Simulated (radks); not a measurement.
Values are calculated unless marked as measured or tabulated.
Hf I, 72 electrons, occupied as [Xe] 4f14 5d2 6s2. Code: a radial shooting solver on a logarithmic mesh with Libxc functionals. Model: Dirac Kohn-Sham, PBE, spin-unpolarised, spherical densities, finite nucleus; open shells are shared between the two j in proportion to 2j + 1; Fermi nuclear charge, rms radius 5.347 fm.

Radial electron density D(r) = 4 pi r^2 rho(r):

r (bohr),D(r) (e/bohr)
0.003496,40.82
0.004102,49.11
0.004814,58.21
0.005649,67.80
0.00663,77.40
0.00778,86.34
0.009203,94.14
0.0108,99.20
0.01267,101.3
0.01487,100.4
0.01745,97.01
0.02048,92.71
0.02404,89.80
0.02843,90.89
0.03337,97.43
0.03916,108.6
0.04595,121.1
0.05392,129.6
0.06328,129.6
0.07485,120.0
0.08784,107.6
0.1031,100.7
0.121,104.4
0.142,114.5
0.1666,118.9
0.1971,107.2
0.2313,83.99
0.2714,64.16
0.3185,59.24
0.3737,65.92
0.4386,70.62
0.5188,63.56
0.6088,48.33
0.7145,33.26
0.8384,23.20
0.9839,17.57
1.155,13.66
1.355,9.957
1.603,6.381
1.881,3.882
2.207,2.422
2.59,1.692
3.04,1.282
3.567,0.9399
4.22,0.5944
4.952,0.3237
5.811,0.1468
6.819,0.05470
8.003,0.01632
9.391,0.003792
11.11,0.0006176

D(r) has 4 maxima, at r = 0.0131, 0.0584, 0.163, 0.435 bohr, and minima at 0.0252, 0.106, 0.308 bohr, inside which lie 2.01, 11.12, 29.81 electrons.
